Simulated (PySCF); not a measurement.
Isomers of C2H8OSeSi, mass 155.951 u with the commonest isotopes. Method: PBE0-D3(BJ)/def2-SVP geometry optimisation, gas phase in PySCF 2.14.0. One conformer each, none proved a minimum here; rigid rotors.

Question: Order these by dipole moment, smallest first.
A. `[CH3:1][CH2:2][O:3][SiH2:4][SeH:5]` with C1–C2–O3–Si4 172°, C2–O3–Si4–Se5 -62°, O3–Si4–Se5–H 89°
B. `[CH3:1][Se:2][CH2:3][O:4][SiH3:5]` with C1–Se2–C3–O4 63°, Se2–C3–O4–Si5 49°
C. `[CH3:1][CH2:2][Si@@H:3]([OH:4])[SeH:5]` with C1–C2–Si3–O4 55°, C2–Si3–O4–H 167°, C2–Si3–Se5–H 135°

Answer: B (0.64 D), C (1.01 D), A (1.71 D).

Question: Order these by rotational constant B, smallest first.
A. `[CH3:1][CH2:2][O:3][SiH2:4][SeH:5]` with C1–C2–O3–Si4 172°, C2–O3–Si4–Se5 -62°, O3–Si4–Se5–H 89°
B. `[CH3:1][CH2:2][Si@@H:3]([OH:4])[SeH:5]` with C1–C2–Si3–O4 55°, C2–Si3–O4–H 167°, C2–Si3–Se5–H 135°
C. `[CH3:1][Se:2][CH2:3][O:4][SiH3:5]` with C1–Se2–C3–O4 63°, Se2–C3–O4–Si5 49°

Answer: A (983.6 MHz), B (1119 MHz), C (1337 MHz).

Question: Order these by radius of gyration √(Σ m r²/M), largest first.
A. `[CH3:1][CH2:2][O:3][SiH2:4][SeH:5]` with C1–C2–O3–Si4 172°, C2–O3–Si4–Se5 -62°, O3–Si4–Se5–H 89°
B. `[CH3:1][Se:2][CH2:3][O:4][SiH3:5]` with C1–Se2–C3–O4 63°, Se2–C3–O4–Si5 49°
C. `[CH3:1][CH2:2][Si@@H:3]([OH:4])[SeH:5]` with C1–C2–Si3–O4 55°, C2–Si3–O4–H 167°, C2–Si3–Se5–H 135°

Answer: A (1.954 Å), C (1.856 Å), B (1.678 Å).

```json
{"SMILES": "CC[Si@@H](O)[SeH]", "point group": "C1", "Ia (u·Å²)": "102.23", "Ib (u·Å²)": "451.57", "Ic (u·Å²)": "520.73", "κ": "-0.93", "μa (D)": "0.17", "μb (D)": "0.50", "μc (D)": "0.86"}
{"SMILES": "C[Se]CO[SiH3]", "point group": "C1", "Ia (u·Å²)": "112.95", "Ib (u·Å²)": "378.00", "Ic (u·Å²)": "387.41", "κ": "-0.98", "μa (D)": "0.38", "μb (D)": "0.30", "μc (D)": "0.43"}
{"SMILES": "CCO[SiH2][SeH]", "point group": "C1", "Ia (u·Å²)": "95.68", "Ib (u·Å²)": "513.79", "Ic (u·Å²)": "580.86", "κ": "-0.95", "μa (D)": "0.87", "μb (D)": "0.39", "μc (D)": "1.42"}
```
